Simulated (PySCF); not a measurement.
## Ionisation energy along the 19-electron series

Calculated with PySCF 2.14 and a two-component X2C-1e Hamiltonian (Gaussian nucleus, no Breit or QED terms), each ion in its own even-tempered basis scaled to its charge; GMP2 freezes [Ne] and drops the highest virtual spinors. Values in eV. NIST values: (m) measured, (s) semi-empirical, (t) theoretical.

```json
{"ion": "La³⁸⁺", "configuration": "[Ar] 3d1", "GHF (spin-free)": "2662.6", "GMP2 (spin-free)": "2662.3", "GHF (screened spin-orbit)": "2675.8", "GMP2 (screened spin-orbit)": "2675.4", "NIST": "2674 ± 4 (t)"}
{"ion": "Pr⁴⁰⁺", "configuration": "[Ar] 3d1", "GHF (spin-free)": "2926.1", "GMP2 (spin-free)": "2925.7", "GHF (screened spin-orbit)": "2941.7", "GMP2 (screened spin-orbit)": "2941.3", "NIST": "2941 ± 4 (t)"}
```

Q: Fill in the row of Ce³⁹⁺.

A: configuration: [Ar] 3d1; GHF (spin-free): 2793.2; GMP2 (spin-free): 2792.8; GHF (screened spin-orbit): 2807.5; GMP2 (screened spin-orbit): 2807.2; NIST: 2806 ± 4 (t).
